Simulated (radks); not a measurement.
Ni+, 27 electrons, occupied as [Ne] 3p6 3d9 4p2 (not the ground configuration). Calculated with a radial shooting solver on a logarithmic mesh with Libxc functionals: non-relativistic Kohn-Sham, LDA (Slater exchange, Perdew-Wang correlation), spin-polarised, spherical densities, point nucleus; open shells are filled with parallel spins first.

X-ray form factor f0, the Fourier transform of the density (f0(0) = 27):

sin(theta)/lambda (1/angstrom)  f0 (electrons)
0.05                                    26.435
0.1                                     25.023
0.15                                    23.292
0.2                                     21.563
0.25                                    19.912
0.3                                     18.333
0.4                                     15.402
0.5                                     12.907
0.6                                     10.936
0.8                                      8.374
1                                        6.968
1.25                                     5.874
1.5                                      5.002
2                                        3.518
